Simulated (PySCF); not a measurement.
Compound: C₆H₆NO (doublet state).
Cartesian coordinates in Å at the GFN2-xTB level; atoms count from 1:
```xyz
14
C6H6NO angstrom
C      3.186    0.158    0.427
N      1.901    0.682    0.075
C      0.807    0.154    0.155
C     -0.538    0.045    0.113
C     -1.480    0.312    1.126
C     -2.718   -0.096    0.616
C     -2.493   -0.592   -0.636
O     -1.177   -0.523   -0.960
H      3.158   -0.867    0.809
H      3.618    0.819    1.179
H      3.815    0.200   -0.463
H     -1.266    0.752    2.078
H     -3.665   -0.034    1.113
H     -3.148   -1.010   -1.374
```

The hyperfine couplings belong to this conformer and change with its torsions.

As a line formula: `C/N=[C]/C1=CC=CO1` [radical].

Computed, not measured: UKS B3LYP, pcH-1 on C H N O, non-relativistic, mean-field spin-orbit, GIAO in PySCF. One conformer (not necessarily the lowest) at the GFN2-xTB geometry, without solvent, vibrations or thermal averaging. A GFN2-xTB geometry isn't a minimum of the functional, and hyperfine couplings can be far from their values at a DFT geometry. The frame is twisted about the C3–C4 bond at this geometry (dihedral N2–C3–C4–C5 = -86°); couplings at other torsion angles weren't computed. No stability test was run, so a lower SCF solution isn't excluded.

Break the g tensor into its mass correction, gauge correction and orbital-Zeeman/spin–orbit terms.

```tsv
Δg (ppm)	1	2	3
relativistic mass correction	-183	-183	-183
gauge correction	37	4	14
orbital Zeeman/spin–orbit	-2118	25	1252
total	-2264	-154	1083
```

So g = 2.00006, 2.00216, 2.00340 and g_iso = 2.00187; the tensor is rhombic: the two nearest values differ by 37 % of g3 − g1. Axes: g1 points within 6° of the C3–C4 bond and g3 points within 5° of the C6–C7 bond.

At 9.382 GHz, how far is the centre of the isotropic spectrum from where a free electron (g = 2.002319) resonates?

B = hν/(g μB) with μB/h = 13.99624 MHz/mT gives 334.77 mT for the free electron and 334.85 mT at g_iso, 0.07 mT higher.

What are the electron Larmor frequencies g μB B/h along the three axes at 340 mT?

9.5177, 9.5277, 9.5336 GHz for g1, g2 and g3, a range of 15.9 MHz.

In a frozen sample, at which fields do the three g values resonate at 9.5, 34, 94 and 263 GHz (hyperfine left aside), and which band first spreads them over more than twice a line width of 0.3 mT?

```json
{"band": "X", "GHz": "9.5", "B(g3) mT": "338.80", "B(g2) mT": "339.01", "B(g1) mT": "339.37", "spread mT": "0.57"}
{"band": "Q", "GHz": "34.0", "B(g3) mT": "1212.55", "B(g2) mT": "1213.30", "B(g1) mT": "1214.58", "spread mT": "2.03"}
{"band": "W", "GHz": "94.0", "B(g3) mT": "3352.34", "B(g2) mT": "3354.41", "B(g1) mT": "3357.95", "spread mT": "5.61"}
{"band": "J", "GHz": "263.0", "B(g3) mT": "9379.42", "B(g2) mT": "9385.22", "B(g1) mT": "9395.12", "spread mT": "15.69"}
```

The spread grows in proportion to the frequency. Q band is the first where it exceeds 0.6 mT.

The Mulliken spin populations are largest on C3 (+0.47), C5 (+0.36), C7 (+0.29) and C4 (-0.14). Three atoms exceed +0.15. The positive populations add up to 1.31 and the negative ones to -0.31, together 2S = 1.

The HOMO–LUMO gaps are 3.29 eV among the α and 4.82 eV among the β orbitals.
